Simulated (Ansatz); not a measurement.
```xyz
9

O     0.1712   -0.1837    1.9844
Si    0.4182    0.6228    0.5564
O     1.9820    0.3207    0.1430
Si   -0.9161   -0.1701   -1.2269
H    -0.5885    0.0823    2.5058
H     2.6163    0.2511    0.8603
H    -2.3388    0.0307   -0.8358
H    -0.6375    0.6546   -2.4322
H    -0.7068   -1.6086   -1.5550
```

Total charge 0; spin multiplicity 2.

(1) List the PBE0/def2-TZVPP orbital energies in eV (Ansatz). (An estimate is asked.)

## Answers

(1) Ansatz gave: α occupied: -1803.53, -1802.42, -523.02, -522.90, -145.68, -144.80, -100.41, -100.34, -100.29, -99.47, -99.44, -99.43, -28.67, -28.09, -16.37, -15.00, -14.66, -11.87, -11.11, -10.33, -10.07, -9.82, -9.75, -8.94, -5.38. α empty: -0.10, 0.06, 1.16, 1.38, 1.70, 1.81, 2.36, 2.96. β occupied: -1803.45, -1802.40, -522.95, -522.83, -145.58, -144.77, -100.28, -100.24, -100.17, -99.42, -99.41, -99.40, -28.52, -27.94, -16.17, -14.90, -14.58, -11.44, -10.92, -10.15, -9.82, -9.74, -9.58, -8.53. β empty: -1.97, 0.14, 0.34, 1.28, 1.73, 1.85, 1.93, 2.52. ⟨S²⟩ = 0.754.
